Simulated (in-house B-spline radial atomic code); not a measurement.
Configurations of Ge3+, with energies counted from [Ar] 3d10 4s1. Computed with a B-spline radial code for spherical atoms: non-relativistic TPSSh, spin-polarised, spherical fractional occupations, exact exchange averaged over the configuration, point nucleus. Shells without spins written out take the highest spin.

Occupations are held fixed; configurations that lie above the ionisation limit could autoionise.

| configuration | E - E(ref) (eV) | highest orbital | its <r> (bohr) |
| --- | --- | --- | --- |
| [Ar] 3d10 4p1 | 9.9767 | 4p up | 2.153 |
| [Ar] 3d10 5d1 | 32.368 | 5d up | 5.675 |
| [Ar] 3d10 5f1 | 36.29 | 5f up | 7.575 |
| [Ar] 3d9 4s1 4f1 | 61.237 | 4f up | 4.205 |
| [Ne] 3s2 3p5 3d10 4s1 5s1 | 140.02 | 5s up | 3.777 |
| [Ne] 3s2 3p5 3d10 4s1 5d1 | 148.64 | 5d up | 5.421 |

(1) Order these further configurations by energy, lowest first.
A. [Ar] 3d10 5p1
B. [Ne] 3s2 3p5 3d10 4s1 4p1
C. [Ar] 3d9 4s1 5d1
D. [Ar] 3d10 5s1
E. [Ne] 3s2 3p5 3d10 4s2

(2) How far above the reference does [Ne] 3s2 3p5 3d10 4s1 4f1 lie?

Results:

(1) D (23.92 eV), A (27.293 eV), C (61.772 eV), E (114.43 eV), B (123.09 eV).

(2) 148.11 eV; its least bound orbital is 4f up with <r> = 4.204 bohr.
